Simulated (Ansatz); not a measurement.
The cluster Sr2O2⁺. The state is a doublet with charge 1. Geometry r2SCAN-D4/def2-TZVP, basis def2-TZVP, Ansatz.

Cartesian coordinates in Å:
```
Sr -0.2274 0.5107 1.8580
Sr -0.5322 0.1624 -1.8587
O 0.8790 0.2267 -0.0934
O -0.1195 -0.8998 0.0941
```

```
run  HOMO (eV)  LUMO (eV)
  A      -6.74      -6.01
  B      -6.85      -5.37
  C      -6.66      -5.52
  D      -6.91      -6.31
  E      -7.16      -5.30
```

In the def2 sets Sr takes a core potential; there is no spin–orbit coupling. The structure holds 1 bond(s) between oxygen atoms. Another isomer (doublet) lies 1.63 eV lower at PBE0-D4/def2-TZVP; other spin states weren't run for this one.

HOMO and LUMO are taken over both spins.

**Question.** The runs used LDA (SPW92), PBE, PBE0, r2SCAN, r2SCANh. Estimate which is which.

**Answer.** A PBE (0 % exact exchange); B r2SCANh (10 % exact exchange); C r2SCAN (0 % exact exchange); D LDA (SPW92) (0 % exact exchange); E PBE0 (25 % exact exchange). Exact exchange lowers occupied and raises empty levels; among semilocal functionals meta-GGAs tend to open the gap a little, and such runs are hard to tell apart. The gap grows from 0.60 eV (LDA (SPW92)) to 1.86 eV (PBE0).
